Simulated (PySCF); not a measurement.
## S(2+) (sulfur, charge +2): UHF calculation

Configuration: [Ne] 3s2 3p1 3d1, one real determinant (an excited configuration). Computed with PySCF 2.14 in aug-cc-pwCVTZ, with the non-relativistic Hamiltonian (point nucleus).

```json
{
  "Total energy": "-395.725622 hartree",
  "One-electron energy": "-533.0719 hartree",
  "Hartree (Coulomb) energy": "161.5552 hartree",
  "Exchange energy": "-24.2089 hartree",
  "Kinetic energy": "395.72759 hartree",
  "⟨S²⟩": "2.0070",
  "⟨L²⟩": "8.025",
  "Sum of ⟨r⟩": "11.08 bohr",
  "Sum of ⟨r²⟩": "18.11 bohr²",
  "Traceless quadrupole moment −½Σ⟨3z² − r²⟩ along its main axis": "0.476 e·bohr²",
  "Density at the nucleus (Gaussians lack the cusp)": "2630 bohr⁻³",
  "Spin density at the nucleus": "-0.181 bohr⁻³",
  "Langevin diamagnetic susceptibility": "-14.3 ×10⁻⁶ cm³/mol"
}
```

```
shell  electrons  mean orbital energy (eV)  spread (eV)  rms radius, mean of both spins (bohr)
 1s α          1                   -2534.8            0                                  0.113
 1s β          1                   -2534.4            0                                  0.113
 2s α          1                   -274.56            0                                  0.517
 2s β          1                   -274.11            0                                  0.517
 2p α          3                   -211.42        0.726                                  0.491
 2p β          3                   -210.67        0.548                                  0.491
 3s α          1                   -48.508            0                                   1.69
 3s β          1                   -44.091            0                                   1.69
 3p α          1                   -36.354            0                                   1.86
 3d α          1                   -17.745            0                                   2.63
```

⟨L²⟩ = 8.02 against 12 for a pure F term, so this real determinant mixes terms. The outer electron is Rydberg-like, and this basis confines it to a smaller radius and binds it less than a complete one would.

Spin-orbit constants ζ (cm⁻¹) from the X2C one-electron operator on these orbitals (non-relativistic here): bare nucleus, nucleus screened by l(l+1)(2l+1)/3 electrons, and screened by the Breit-Pauli mean field of the electrons.

```json
{"shell": "2p", "bare": "7450", "screened nucleus": "6519", "mean field": "6096"}
{"shell": "3p", "bare": "642.2", "screened nucleus": "562.0", "mean field": "519.0"}
{"shell": "3d", "bare": "30.34", "screened nucleus": "11.38", "mean field": "8.619"}
```

To first order the Landé constant is A = 89.37 cm⁻¹, so the lowest level has J = 2 and lies 0.0443 eV below the centre of the term. This holds in LS coupling only.
